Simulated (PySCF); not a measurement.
# Cd(2+): excitation energy

Cd(2+) [Kr] 4d10 (1S) → Cd(2+) [Kr] 4d9 5p1 (high-spin determinant), as a difference of total energies. All numbers are calculated (PySCF 2.14, a scalar-relativistic core potential, in def2-QZVPPD with the def2 core potential (28 electrons) (7s5p4d4f2g, 88 functions)). Correlated levels: valence and next inner shell: nothing frozen outside the core potential. The calculations carry no spin-orbit coupling.

```tsv
method	excitation energy (eV)
UHF	16.406
MP2 (valence and next inner shell)	17.372
SCS-MP2 (valence and next inner shell)	17.301
CCSD (valence and next inner shell)	17.073
CCSD(T) (valence and next inner shell)	17.091
```

Problem. How much does correlation contribute at CCSD(T) (valence and next inner shell)?

Solution. 17.091 − (16.406) = 0.685 eV, measured against UHF.

The determinant of the upper state mixes LS terms, which raises its energy above the lowest term, most at the Hartree-Fock and MP2 levels.
